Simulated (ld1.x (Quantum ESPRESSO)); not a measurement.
# Transferability test, TM semilocal potential for lead

- Element: Pb (Z = 82)
- Generator: ld1.x (Quantum ESPRESSO) 7.5
- Type: norm-conserving Troullier–Martins (semilocal form)
- Functional: LDA (PZ)
- Relativity: scalar-relativistic
- Frozen core: [Kr] 4d10 4f14
- Valence charge: 22
- Reference configuration: 5s2 5p6 5d10 6s2 6p2
- Partial waves: 5p (bound): rc 1.70 bohr; 5d (bound): rc 1.55 bohr; 5s (bound): rc 1.05 bohr
- Local potential: the s channel
- Core correction: none

Occupied shells without a wave of their own: 6p, 6s. They enter only through the test configuration that unscreens the potential.

Energies are relative to the spin-unpolarised reference configuration 5s2 5p6 5d10 6s2 6p2; without spin polarisation the order of configurations can differ from experiment. Spin-polarised rows fill each open shell by Hund’s rule, majority spin first. The frozen-core shift is the all-electron ΔE with the core orbitals held at their reference shape minus the fully relaxed ΔE.

Q: Give the all-electron excitation energy and the error of the potential for: 5s2 5p6 5d10 6s2 6p1; 5s2 5p6 5d10 6s2 6p0; 5s2 5p6 5d10 6s1 6p0; 5s2 5p6 5d10 6s2 6p1.5; 5s2 5p5 5d10 6s2 6p2; 5s2 5p6 5d10 6s1 6p2; 5s2 5p6 5d10 6s0 6p4; 5s2 5p6 5d10 6s2 6p2 (spin-polarised); 5s2 5p6 5d10 6s2 6p1 (spin-polarised).

A:

```tsv
valence configuration	charge	ΔE all-electron (eV)	error AE − PS (meV)	frozen-core shift (meV)
5s2 5p6 5d10 6s2 6p1	+1	6.833	-1001	+2.6
5s2 5p6 5d10 6s2 6p0	+2	20.595	-2588	+8.3
5s2 5p6 5d10 6s1 6p0	+3	53.472	-4324	+18
5s2 5p6 5d10 6s2 6p1.5	+0.5	2.610	-431	+0.9
5s2 5p5 5d10 6s2 6p2	+1	93.097	-119	+106
5s2 5p6 5d10 6s1 6p2	+1	16.431	-751	+3.7
5s2 5p6 5d10 6s0 6p4	0	18.035	+496	+1.5
5s2 5p6 5d10 6s2 6p2 (spin-polarised)	0	-0.452	+8.6	-0.2
5s2 5p6 5d10 6s2 6p1 (spin-polarised)	+1	6.687	-1002	+2.7
```

Levels in the configuration 5s2 5p6 5d10 6s0 6p4:

```tsv
level	all-electron (eV)	pseudo (eV)
5s	-147.926	-147.284
5p	-89.437	-88.816
5d	-24.537	-23.992
6p	-5.050	-5.710
```

The 6p, 6s levels have no wave, so the channel is fitted at the deeper level alone: the likely source of the large errors. A variational frozen-core shift is positive and of second order in the change. This column holds negative values, so the frozen-core run of ld1.x carries numerical noise or an error of first order here, and the column gives no more than the rough size of the effect.

The potential misses its own reference levels by up to 0.7 eV.
